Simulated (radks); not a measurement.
The numbers below are computed, except where a source is named.
Charge is removed step by step from the 6s level of Au, starting from [Xe] 4f14 5d10 6s1. Level of theory: scalar-relativistic Kohn-Sham, PBE, spin-unpolarised, spherical densities, point nucleus (a radial shooting solver on a logarithmic mesh with Libxc functionals).

\begin{tabular}{lrrr}
removed (e) & E - E(0) (eV) & eigenvalue (eV) & E minus straight line (eV) \\ \hline
0 & 0.000 & -5.762 & 0.000 \\
0.25 & 1.660 & -7.538 & -0.692 \\
0.5 & 3.773 & -9.376 & -0.932 \\
0.75 & 6.351 & -11.268 & -0.706 \\
1 & 9.409 & -13.211 & 0.000 \\
\end{tabular}

Removing the whole electron costs 9.409 eV by Delta-SCF, against 5.762 eV from minus the eigenvalue at the starting occupation. Slater's transition state (half an electron removed) gives 9.376 eV. Integrating minus the eigenvalue over the occupation (Janak's theorem) gives 9.413 eV. In this scalar-relativistic scheme the density is built from large components alone, so the theorem holds only approximately. The mean slope of the eigenvalue, de/dn, is 7.45 eV per electron. Ionisation energy of Au in the NIST Atomic Spectra Database: 9.226 eV (measured).

Beside tabulated values, note that spin-unpolarised runs miss the spin-polarisation part of the exchange energy of open shells.
